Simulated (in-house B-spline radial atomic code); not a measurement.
Radial electron density of Mn³⁺, [Ar] 3d3 4s1. Computed with a B-spline radial code for spherical atoms: Dirac-Hartree-Fock, average of configuration, Fermi nucleus of rms radius 3.7057 fm.

Columns: r (bohr), 4πr²n(r) (electrons per bohr), bar.

```
  0.0026   0.8725 #
 0.00316    1.245 ##
 0.00385    1.774 ##
 0.00468    2.498 ###
 0.00569    3.488 #####
 0.00693    4.832 ######
 0.00843    6.591 #########
  0.0103    8.904 ############
  0.0125    11.68 ###############
  0.0152       15 ####################
  0.0185    18.75 #########################
  0.0225    22.61 ##############################
  0.0274     26.2 ###################################
  0.0333    28.89 ######################################
  0.0405    30.14 ########################################
  0.0493    29.63 #######################################
    0.06    27.57 ####################################
   0.073    24.94 #################################
  0.0888    23.29 ###############################
   0.108    23.97 ################################
   0.132     27.3 ####################################
    0.16    31.35 #########################################
   0.195    33.37 ############################################
   0.237    30.82 #########################################
   0.288    24.01 ################################
   0.351    16.16 #####################
   0.427    11.61 ###############
    0.52    11.67 ###############
   0.632     13.8 ##################
   0.769    14.25 ###################
   0.936    11.61 ###############
    1.14    7.362 ##########
    1.39    3.769 #####
    1.69    1.807 ##
    2.05   0.9875 #
     2.5   0.5802 #
    3.04   0.2895 
     3.7  0.09997 
     4.5   0.0214 
    5.48 0.002504 
    6.66 0.0001477 
    8.11 3.585e-06
```

On this grid the curve has 3 maxima, near 0.0405, 0.195, 0.769 bohr.

The 3d5/2 radial function P(r) = rR(r), positive near the nucleus, with its small component Q(r) (sign convention: Q ≈ (P' + κP/r)/2c):

| r (bohr) | P | Q |
| --- | --- | --- |
| 0.0225 | 0.001352 | -3.921e-05 |
| 0.0333 | 0.004018 | -0.000114 |
| 0.0493 | 0.01151 | -0.0003168 |
| 0.073 | 0.03133 | -0.0008281 |
| 0.108 | 0.07914 | -0.001986 |
| 0.16 | 0.182 | -0.004259 |
| 0.237 | 0.3689 | -0.00787 |
| 0.351 | 0.6385 | -0.01218 |
| 0.52 | 0.9053 | -0.01529 |
| 0.769 | 0.9992 | -0.01473 |
| 1.14 | 0.8152 | -0.01031 |
| 1.69 | 0.456 | -0.004979 |
| 2.5 | 0.1527 | -0.001478 |
| 3.7 | 0.02382 | -0.0002115 |
| 5.48 | 0.00117 | -9.806e-06 |
